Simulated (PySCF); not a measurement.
vinylidene fluoride cation (C₂H₂F₂), SMILES C=C(F)F (connectivity only; charge and spin as stated), charge +1, multiplicity 2.

Coordinates come from a B3LYP-D3(BJ)/def2-SVP optimisation. The multiplicity is an assumed one; other spin states were not compared.

Two levels are set side by side: PBE/def2-TZVPD (PySCF) and PBE0/def2-TZVPD (PySCF). Same geometry, gas phase. Differences are taken from unrounded values.

| quantity | PBE0 | PBE | PBE minus PBE0 |
|---|---|---|---|
| α-spin orbital gap (eV) | 7.89 | 5.43 | -2.46 |
| β-spin orbital gap (eV) | 7.43 | 4.33 | -3.10 |
| mean polarisability (bohr³) | 23.1 | 23.8 | 0.6 |

Rough cost on one machine, each run with all the roots and properties that it gave: PBE0 against PBE within a factor of 2.
